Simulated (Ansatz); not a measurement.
Input for Ansatz (a program for electronic structure): R-SVWN5/def2-TZVPP on BrH3PbSi (SMILES [SiH3][Pb][Br]), a point of a torsion scan. Elements past Kr take the def2 small-core potentials; no spin–orbit coupling.

Ansatz 0.2 input:
```yaml
crystal:
  periodic: [false, false, false]
  atoms:
    - {symbol: Si, position_ang: [-0.77302147, 0.01879504, 0.03434136]}
    - {symbol: Pb, position_ang: [1.57643578, 1.34106496, -0.18104926]}
    - {symbol: Br, position_ang: [2.23440336, 1.11590340, 2.31806704]}
    - {symbol: H, position_ang: [-1.13554207, -0.48443158, 1.35337710]}
    - {symbol: H, position_ang: [-1.91143086, 0.84250992, -0.39022906]}
    - {symbol: H, position_ang: [-0.83295978, -1.14863377, -0.85342664]}
basis:
  gaussian:
    orbitals: def2-TZVPP
hamiltonian:
  xc: {name: SVWN5}
scf: {lower_state_search: off}
```

Output:

```
WARN ansatz: RAYON_NUM_THREADS=1 ignored (pool sized by the plan → 1); use --threads N
Functional definition: SVWN5
these checks for a lower state are left out or cut short: stability, starts, cluster_reference, orbital_swaps, neighbouring_geometries, increment
integrals: 0.11 GiB planned
1223 factors; their error is unknown
mean field: 0.67 GiB planned
mean field evaluation 1: about -83084.4442 eV, gradient 2.8e1 eV
mean field evaluation 2: about -83073.6994 eV, gradient 6.0e1 eV
mean field evaluation 4: about -83087.1742 eV, gradient 7.4e0 eV
mean field evaluation 8: about -83087.3306 eV, gradient 1.8e-1 eV
mean field evaluation 16: about -83087.2917 eV, gradient 1.2e-4 eV
mean field -83087.29172302 eV, -3053.4016522320 hartree, gradient 7.6e-6 eV, S^2 0.000000; 0 other end points of the search recorded, 0 dependent functions left out
reference -83087.29176445 eV, -3053.4016537543 hartree; 37, 37 occupied and 145, 145 virtual orbitals, 1223 factors
Total energy: -83087.29176445 eV, -3053.4016537543 hartree
Checks for a lower state left out: stability, starts, cluster_reference, orbital_swaps, neighbouring_geometries, increment
```

Self-consistency was reached.

Cost: about 3 core-seconds (a rough figure).
